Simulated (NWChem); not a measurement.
System: LaF$_{3}$; SMILES [F][La]([F])[F]

```xyz
4

La     0.0000     0.0000     0.1933
F     -2.0790    -0.0214    -0.3062
F      1.0210     1.8111    -0.3062
F      1.0581    -1.7897    -0.3062
```
Atoms are numbered in this order, from 1.

All runs use the structure optimised with PBE0/def2-SVP. def2 effective core potentials on La; no spin-orbit coupling.

Q: List the 4 lowest vertical singlet excitations from B3LYP/def2-SVPD with def2 effective core potentials on La, full TDDFT (NWChem).

A: 
```json
[
 {"state": "S1", "energy (eV)": "6.24", "oscillator strength": "0.002", "leading excitation (squared amplitude)": "HOMO → LUMO (0.70)"},
 {"state": "S2", "energy (eV)": "6.24", "oscillator strength": "0.002", "leading excitation (squared amplitude)": "HOMO−1 → LUMO (0.70)"},
 {"state": "S3", "energy (eV)": "6.58", "oscillator strength": "0.007", "leading excitation (squared amplitude)": "HOMO−2 → LUMO (0.99)"},
 {"state": "S4", "energy (eV)": "6.68", "oscillator strength": "0.000", "leading excitation (squared amplitude)": "HOMO−3 → LUMO (0.99)"}
]
```
